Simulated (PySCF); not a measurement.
C3H9BOS, singlet, geometry from GFN2-xTB. Base run: PBE0/6-31G (PySCF).

Here is a job for PySCF.
```python
from pyscf import gto, scf, dft, solvent

mol = gto.M(
    atom='''
B     0.083894    0.525842    0.202363
C     0.377713    1.945980    0.853979
H     0.981279    1.868837    1.753573
H    -0.547899    2.456246    1.118887
H     0.903728    2.597824    0.157042
O    -0.633535    0.320977   -0.916184
C    -1.230325    1.345921   -1.672199
H    -0.477779    2.051552   -2.033013
H    -1.728172    0.878682   -2.522438
H    -1.964824    1.891349   -1.074376
S     0.738279   -0.967719    0.979691
C     0.124666   -2.273002   -0.136751
H    -0.959599   -2.245354   -0.155850
H     0.475101   -3.219121    0.260914
H     0.522179   -2.106926   -1.132319
''',
    basis='6-31g',
    charge=0,
    spin=0,
    verbose=4,
)

mf = dft.RKS(mol)
mf.xc = 'pbe0'
mf.kernel()
```

The base run was repeated with changes; each row names its change, and settings that it needs were set with it.

| change | ΔE vs base (kJ/mol) | dipole (D) | HOMO-LUMO gap (eV) |
|---|---|---|---|
| base | 0.00 | 3.09 | 7.51 |
| model = IEF-PCM; solvent = water; lebedev_order = 11 | -20.08 | 3.94 | 7.77 |
| model = C-PCM; solvent = water | -20.97 | 3.95 | 7.78 |
| model = IEF-PCM; solvent = tetrahydrofuran | -16.85 | 3.78 | 7.72 |
| model = ddCOSMO; solvent = water | -15.48 | 3.86 | 7.75 |
| model = IEF-PCM; solvent = water; lebedev_order = 41 | -20.92 | 3.95 | 7.77 |
| model = IEF-PCM; solvent = toluene | -9.58 | 3.48 | 7.63 |
| model = IEF-PCM; solvent = water; vdw_scale = 1.4 | -12.12 | 3.74 | 7.69 |
| model = SS(V)PE; solvent = water | -20.57 | 3.93 | 7.77 |
| model = IEF-PCM; solvent = water; r_probe = 0.5 | -8.99 | 3.65 | 7.66 |
| model = IEF-PCM; solvent = water; vdw_scale = 1.1 | -27.9 | 4.07 | 7.82 |
| model = IEF-PCM; solvent = water | -20.83 | 3.95 | 7.77 |

The base is the gas phase, so ΔE is the electrostatic part of solvation at a fixed geometry, without cavity and dispersion terms.
